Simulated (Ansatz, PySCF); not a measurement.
NbO₂, SMILES [O]=[Nb]=[O] (connectivity only; charge and spin as stated), neutral, multiplicity 2. Atoms are numbered in the order given.

```xyz
3

Nb     0.0000     0.0000    -0.3192
O      0.0000     1.3606     0.7217
O      0.0000    -1.3606     0.7217
```
Charge 0, spin multiplicity 2.

Geometry optimised at B3LYP-D3(BJ)/def2-TZVP. The multiplicity is an assumed one; other spin states were not compared. The def2 effective core potentials stand for the cores of Nb; spin–orbit coupling is left out.

Two levels are set side by side: PBE-D3(BJ)/def2-TZVP (Ansatz, an electronic-structure program) and B3LYP-D3(BJ)/def2-TZVP (Ansatz). Each level has its own optimised geometry; the coordinates shown are those of the second. Frequencies come from the Hessian of PySCF at each geometry. Differences are taken from unrounded values.

```json
[
 {"quantity": "mean bond length (Å)", "B3LYP-D3(BJ)": "1.713"},
 {"quantity": "bond Nb1–O2 (Å)", "B3LYP-D3(BJ)": "1.713"},
 {"quantity": "bond Nb1–O3 (Å)", "B3LYP-D3(BJ)": "1.713"},
 {"quantity": "highest harmonic wavenumber (cm⁻¹)", "B3LYP-D3(BJ)": "1011"},
 {"quantity": "mean harmonic wavenumber (cm⁻¹)", "B3LYP-D3(BJ)": "774"},
 {"quantity": "zero-point energy (kcal/mol)", "B3LYP-D3(BJ)": "3.32"}
]
```

Question: What does PBE-D3(BJ) give, and how far is it from B3LYP-D3(BJ)? (An estimate is asked for; the answer gives what the named calculation found.)

Answer: 
| quantity | PBE-D3(BJ) | PBE-D3(BJ) minus B3LYP-D3(BJ) |
|---|---|---|
| mean bond length (Å) | 1.721 | 0.007 |
| bond Nb1–O2 (Å) | 1.721 | 0.007 |
| bond Nb1–O3 (Å) | 1.721 | 0.007 |
| highest harmonic wavenumber (cm⁻¹) | 983 | -27 |
| mean harmonic wavenumber (cm⁻¹) | 757 | -17 |
| zero-point energy (kcal/mol) | 3.25 | -0.07 |

GGA bonds tend to be longer and softer than those of functionals with exact exchange. Differences between two approximate levels are no errors against the true value.
